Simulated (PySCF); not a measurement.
Task: What does the PBE0-D3(BJ)/def2-SVP structure of InChI=1S/C3H6BF/c1-3(4)2-5/h2H,4H2,1H3/q-1 look like in three dimensions? (Charge -1 and doublet state.)

Result: 
```xyz
11
C3H6BF angstrom
B     -0.277    1.601    0.216
C     -0.166    0.094    0.058
C      1.128   -0.544   -0.403
C     -1.200   -0.779    0.319
F     -1.054   -2.141    0.158
H      0.688    2.322   -0.035
H     -1.324    2.131    0.593
H      1.531   -1.261    0.338
H      1.001   -1.125   -1.338
H      1.894    0.224   -0.584
H     -2.207   -0.520    0.657
```

Any rigid rotation of these coordinates is as good. Atoms count from 1 in this order. C4 (carbon bonded to C, F and H) is planar (angles 126.9°, 121.6° and 111.6°, sum 360.0°, 0.00 Å off the plane of its three neighbours). Of the pairs four or more bonds apart, F5···H8 is among the closest relative to their van der Waals radii: 2.74 Å, 102 % of the sum of Bondi's values. B1 (boron bonded to C and 2 H) is planar (angles 121.4°, 120.1° and 118.5°, sum 360.0°, 0.00 Å off the plane of its three neighbours). C2 (carbon bonded to B and 2 C) is planar (angles 123.6°, 120.8° and 115.6°, sum 360.0°, 0.00 Å off the plane of its three neighbours).

Bonds between heavy atoms (Å): B1–C2 1.519, C2–C3 1.515, C2–C4 1.378, C4–F5 1.379.

Method used: PBE0-D3(BJ)/def2-SVP geometry optimisation, gas phase in PySCF 2.14.0.

Point group: Cs (every atom within 0.08 Å of its image). Not checked by PBE0-D3(BJ)/def2-SVP frequencies. ⟨S²⟩ = 0.775 (exact for a doublet: 0.75). Whether the extra electron is bound in the gas phase wasn't checked; a finite basis holds it in any case. The geometry's basis has no diffuse functions, a weakness for an anion. Torsions: H–B1–C2–C3 0° and 180°, B1–C2–C4–F5 180°.

One conformer stands for the species.
